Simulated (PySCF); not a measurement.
# Interval between two levels of Mn+ by level of theory

Mn+ [Ar] 3d5 4s1 [7S3, M_J = 3] → Mn+ [Ar] 3d4 4s1 4p1 [7F6, M_J = 6], as a difference of total energies. All numbers are calculated (PySCF 2.14, the two-component X2C-1e Hamiltonian, in x2c-TZVPall-2c (6s7p4d1f, 54 functions)). Correlated levels: [Ne] frozen; the 6 highest virtual spinors dropped. "Screened" scales the spin-orbit matrix elements by Boettger's factors to mimic the two-electron term; Breit and QED terms are absent.

| method | interval between two levels (cm⁻¹) |
| --- | --- |
| GHF (spin-free) | 75655 |
| GMP2 (spin-free) | 82635 |
| GHF (screened spin-orbit) | 76295 |
| GMP2 (screened spin-orbit) | 83291 |

The labels give the starting determinants; with spin-orbit coupling the two ends relaxed to ⟨J²⟩ = 12.00, ⟨L²⟩ = 0.00, ⟨S²⟩ = 12.00 and ⟨J²⟩ = 42.01, ⟨L²⟩ = 12.02, ⟨S²⟩ = 12.00.
